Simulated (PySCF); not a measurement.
Vertical excitations of a molecule C3H7NSi from TDDFT-PBE/def2-SVPD (PySCF), as energy in eV (oscillator strength): 4.50 (0.002), 5.75 (0.013), 5.84 (0.000), 6.09 (0.003), 6.25 (0.013), 6.40 (0.001), 6.65 (0.269), 6.68 (0.004), 6.79 (0.000), 7.08 (0.007). Lowest triplet (TDA): 3.71 eV. Geometry optimised at PBE0-D3(BJ)/def2-SVP. One conformer was computed; it need not be the lowest.

Question: Identify the compound among the candidates.
A. CC#C[SiH2]N
B. C=C/N=C/[SiH3]
C. [SiH3]C1=NCC1
D. NCC#C[SiH3]

Answer: C, [SiH3]C1=NCC1
